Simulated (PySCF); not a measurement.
Gas-phase reaction: 2 GeF₄ + Ge₃H₈ + 2 HF = 5 GeH₂F₂

Method: PySCF energies plus ideal-gas RRHO corrections (1 bar). † marks an energy on the PBE0/def2-TZVP geometry and frequencies; other levels use their own. MP2 freezes the core. All species are closed-shell singlets. Ge: all electrons, no relativistic terms. GeH₂F₂: computed as isolated molecules; such fragments, hydroxides, amides, oligomers or adducts are transient or little studied in the gas. MP2 isn't extrapolated to the basis-set limit.

```
level               ΔH°(298 K), kJ
------------------  --------------
M06-2X/def2-TZVP†             -134
MP2/def2-SVP†                    ?
PBE0/def2-QZVP†                -76
PBE0/def2-SVP†                -109
PBE0/def2-TZVP                   ?
ωB97X-V/def2-TZVP†               ?
```

Fill in the missing entries.


- MP2/def2-SVP†, ΔH°(298 K), kJ: -96
- PBE0/def2-TZVP, ΔH°(298 K), kJ: -83
- ωB97X-V/def2-TZVP†, ΔH°(298 K), kJ: -113
